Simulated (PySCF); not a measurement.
Geometry:
```
atom   x (Å)   y (Å)   z (Å)
  C1  -2.283   1.085   0.969
  C2  -1.938   0.014  -0.060
  C3  -2.914  -1.155   0.028
  C4  -0.495  -0.479   0.072
  C5   0.572   0.583  -0.151
  C6   2.005   0.052  -0.231
  C7   2.972   1.170  -0.606
  C8   2.444  -0.632   1.060
  H9  -2.146   0.699   1.994
 H10  -1.653   1.980   0.863
 H11  -3.332   1.405   0.873
 H12  -2.042   0.465  -1.065
 H13  -3.954  -0.824  -0.114
 H14  -2.697  -1.920  -0.734
 H15  -2.852  -1.643   1.015
 H16  -0.375  -0.937   1.071
 H17  -0.337  -1.298  -0.653
 H18   0.528   1.343   0.650
 H19   0.345   1.122  -1.089
 H20   2.032  -0.704  -1.039
 H21   2.685   1.649  -1.555
 H22   2.985   1.952   0.171
 H23   4.001   0.794  -0.716
 H24   1.817  -1.503   1.302
 H25   2.387   0.068   1.911
 H26   3.485  -0.983   0.989
```

Geometry: PBE0-D3(BJ)/def2-SVP; GIAO shifts from PySCF 2.14, gas phase, non-relativistic, averaged over equivalent atoms.

At PBE0/pcSseg-1 (226 basis functions, 43 s wall time on 1 thread of an Arm Neoverse V1, shared host):
```csv
atoms,δ (ppm)
C4/C5,40.1
C2/C6,31.7
C1/C3/C7/C8,24.3
H12/H20,1.24
H16/H17/H18/H19,0.97
H9/H10/H11/H13/H14/H15/H21/H22/H23/H24/H25/H26,0.90
```

Referencing at the same level of theory: ¹³C (σref 184.41), ¹H (σref 31.27) against TMS.

Task: What do these become at KT2/pcSseg-1?

Result: 
```tsv
atoms	δ at KT2/pcSseg-1	change
C4/C5	41.8	+1.7
C2/C6	34.4	+2.7
C1/C3/C7/C8	24.5	+0.2
H12/H20	1.39	+0.15
H16/H17/H18/H19	1.06	+0.09
H9/H10/H11/H13/H14/H15/H21/H22/H23/H24/H25/H26	0.92	+0.02
```

Chemical shifts δ = σref − σ; ¹³C (183.22 ppm) and ¹H (31.18 ppm) against TMS, all at this level.

The largest change is at C2/C6 (sp3 CH). Cost: 226 basis functions, 63 s wall time on 1 thread of an Arm Neoverse V1, shared host. The order of the carbon signals is the same at both levels.
